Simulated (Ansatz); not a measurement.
Ideal-gas functions of CH3ClOSi2 (`O=C1[SiH2][SiH]1Cl`) at 400 K and 1 bar, from an Ansatz frequency run at PBE0-D4/def2-TZVP.

Molar mass 122.66 g/mol, point group C1 (symmetry number 1), electronic degeneracy 1, moments of inertia 125.031, 354.348, 423.493 u Å². Harmonic wavenumbers (cm⁻¹, unscaled): 87, 99, 295, 309, 356, 372, 461, 582, 592, 642, 672, 780, 865, 1344, 1632, 1805, 2040, 2225.

Use S(trans) = R[1.5 ln M + 2.5 ln T − 1.1517]; rotational temperatures θ = 24.2544 K / I; S(rot) = R[ln(√π/σ · √(T³/θAθBθC)) + 1.5]; for each mode x = 1.438777 ν̃/T, S = R[x/(eˣ − 1) − ln(1 − e⁻ˣ)] and H = RT x/(eˣ − 1); 1 cm⁻¹ = 0.0119627 kJ/mol; R = 8.31446 J/(mol·K).

**Question.** By hand: the entropy, in J/(mol·K).

**Answer.** Translation 174.9. Rotation: θ = 0.194, 0.0684, 0.0573 K, giving 121.8. Vibration, mode by mode: 18.01, 16.94, 8.20, 7.85, 6.80, 6.49, 5.00, 3.54, 3.44, 2.99, 2.74, 2.02, 1.58, 0.39, 0.16, 0.09, 0.05, 0.03, in all 86.3. Electronic 0.0. Sum 383.0 J/(mol·K).

**Question.** By hand: H − E and G − E in kJ/mol, counted from the electronic energy.

**Answer.** Zero-point energy ½ × 15158 × 0.0119627 = 90.7; thermal vibration 18.7; translation, rotation and pV give 4 RT = 13.3. H − E = 122.7 kJ/mol, and G − E = 122.7 − 400 × 383.0/1000 = -30.5 kJ/mol.

Vibration gives 23 % of the entropy, 35.0 J/(mol·K) of it from the modes under 150 cm⁻¹: soft modes count most, and the harmonic formula is weakest for them. The sum counts one conformer and one mirror image; others add a mixing term.
